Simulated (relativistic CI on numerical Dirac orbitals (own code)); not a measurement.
Radial parameters of Zn XVII

Method of calculation: Dirac-Coulomb-Breit CI, KLI orbitals optimised for each configuration, model QED (radiative potential, 1s self-energy scaled to tabulated hydrogen-like ionisation energies), unscaled Slater integrals (own radial code, finite nucleus).

Slater integrals F^k, G^k are unscaled and averaged over j, outside the closed core [Ne]; ζ comes from projecting the Hamiltonian with its Breit term on Σ l·s of the shell.

- 3s2 3p2: F^2(3p,3p) = 175530, ζ(3p) = 25737 cm⁻¹; <r>(3p) = 0.5695, <r^2>(3p) = 0.3734 (bohr units).
- 3s 3p3: F^2(3p,3p) = 175390, G^1(3s,3p) = 225330, ζ(3p) = 25707 cm⁻¹; <r>(3s) = 0.5781, <r^2>(3s) = 0.3797, <r>(3p) = 0.57, <r^2>(3p) = 0.374 (bohr units).
- 3s2 3p 3d: ζ(3p) = 25695, F^2(3p,3d) = 174990, G^1(3p,3d) = 194320, G^3(3p,3d) = 127920, ζ(3d) = 2399.5 cm⁻¹; <r>(3p) = 0.5705, <r^2>(3p) = 0.3747, <r>(3d) = 0.5226, <r^2>(3d) = 0.3171 (bohr units).

Averages of the first 10 configurations, taken without configuration mixing, which lowers the lowest level and can move excited configurations by several eV; other configurations of the list can lie among them:

```tsv
Configuration	Parity	States	Average energy above the lowest level (eV)
3s2 3p2	even	15	11.1
3s 3p3	odd	40	60.0
3s2 3p 3d	odd	60	81.8
3p4	even	15	116.7
3s 3p2 3d	even	300	127.4
3p3 3d	odd	200	180.6
3s 3p 3d2	odd	540	197.4
3s2 3p 4s	odd	12	270.4
3s2 3d 4p	odd	60	360.6
3p3 4s	odd	40	370.9
```
